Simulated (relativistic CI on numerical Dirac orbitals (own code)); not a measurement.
# Line list: Electric-dipole lines, F6+

These numbers are calculated, not measured: Dirac-Coulomb-Breit CI, orbitals from a KLI potential per configuration, QED by a radiative potential, valence Slater integrals scaled by 0.9, configuration energies shifted to the measured levels that pair with them (semi-empirical) (own radial code, finite nucleus).

Configuration list (outside the closed core 1s2): 2s, 3s, 3p, 3d, 4s, 4d, 5s, 6s, 7s, 2p, 4p, 4f. Levels of other configurations are missing.

```csv
λ vac (nm),Lower,Upper,A (s⁻¹),log gf,S velocity/length
11.294,2s ²S1/2 [1],3p ²P°3/2 [6],4.95e+10,-0.42,1.00
11.298,2s ²S1/2 [1],3p ²P°1/2 [5],4.97e+10,-0.72,1.00
20.176,3p ²P°1/2 [5],7s ²S1/2 [18],3.91e+08,-2.32,1.00
20.187,3p ²P°3/2 [6],7s ²S1/2 [18],7.86e+08,-2.02,1.00
22.023,3p ²P°1/2 [5],6s ²S1/2 [17],6.40e+08,-2.03,1.00
22.036,3p ²P°3/2 [6],6s ²S1/2 [17],1.29e+09,-1.73,1.00
25.995,3p ²P°1/2 [5],5s ²S1/2 [16],1.16e+09,-1.63,1.00
26.014,3p ²P°3/2 [6],5s ²S1/2 [16],2.34e+09,-1.32,1.00
36.754,3p ²P°1/2 [5],4d ²D3/2 [12],1.39e+10,0.05,0.99
36.786,3p ²P°3/2 [6],4d ²D5/2 [13],1.67e+10,0.31,0.99
36.791,3p ²P°3/2 [6],4d ²D3/2 [12],2.79e+09,-0.65,0.99
39.173,3p ²P°1/2 [5],4s ²S1/2 [9],2.59e+09,-0.92,0.97
39.216,3p ²P°3/2 [6],4s ²S1/2 [9],5.19e+09,-0.62,0.97
324.77,3s ²S1/2 [4],3p ²P°3/2 [6],6.15e+07,-0.41,0.95
327.73,3s ²S1/2 [4],3p ²P°1/2 [5],5.98e+07,-0.72,0.94
952.76,3p ²P°1/2 [5],3d ²D3/2 [7],1.63e+06,-1.05,0.94
970.48,3p ²P°3/2 [6],3d ²D5/2 [8],1.85e+06,-0.81,0.93
978.66,3p ²P°3/2 [6],3d ²D3/2 [7],3.00e+05,-1.76,0.93
```

Terms are leading LS components. Brackets give the number of a level in order of energy, since labels repeat. The list gives strong lines, with weight on those to low levels, without configurations that were not tied to measured data. Levels whose partners in the same complex of configurations lie outside the list can be far off, and so can their lines. Rates are taken at the computed energies, electric ones in the length gauge. A velocity-to-length ratio far from 1 marks an uncertain rate.

Configurations whose levels could be paired with our table of measured levels were shifted onto them, all but the ground configuration, by the median error of their levels; single terms can still be off by 1,000 to 2,000 cm⁻¹ or more, and rates follow the energies as ν³ (E1, M1) or ν⁵ (E2). The others borrow a shift and can be off by several thousand cm⁻¹ or more. 11 of the 11 excited levels that our extract of the measured tables holds in this range could be paired (the sources list more); they are missed by 1 cm⁻¹ on average and 2 at most, after the shifts were fitted to these levels, and levels without a partner can miss by more.

From the table, what is the radiative lifetime of 3p ²P°3/2?

The listed rates from this level add up to about 4.95e+10 s⁻¹, 100 % of its decay; with all channels τ = 2.02e-11 s.
